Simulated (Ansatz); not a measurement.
Computed with Ansatz on PBE0-D4/def2-TZVP structures; ΔE is electronic, products minus reactants. CBS: MP2 limit from def2 TZ/QZ plus the TZ coupled-cluster correction, frozen cores. DFT in def2-TZVPP. Each species was taken in one conformer, which may not be the lowest.

Consider the formal exchange of groups at the Si–O bond: `O[Si](O)(F)O[SiH3]` + `O[SiH3]` → `O[SiH2][SiH3]` + `O[Si](O)(O)F`.

CCSD(T)/CBS gives +1.15 eV.

Q: Another level gave +1.06 eV. Which?
A. r2SCAN-D4/def2-TZVPP
B. PBE/def2-TZVPP
C. CCSD/def2-TZVPP
D. ωB97X-V/def2-TZVPP

A: A. r2SCAN-D4 1.06, CCSD/def2-TZVPP 1.19, PBE 0.83, ωB97X-V 1.11 eV.

Largest T1 diagnostic among the species: 0.012.

From r2SCAN to r2SCAN0 (25 % exact exchange), in def2-TZVPP and without D4, ΔE moves by +0.05 eV. In def2-TZVPP, CCSD(T) changes the Hartree–Fock value by −0.29 eV (the triples alone add −0.04 eV) and MP2 by −0.21 eV. Leaving LDA and LC-ωPBE aside and taking each functional with its dispersion term where it has one, the values, not all of them listed here, spread over 0.44 eV, from PBE-D4 to BHLYP-D4.
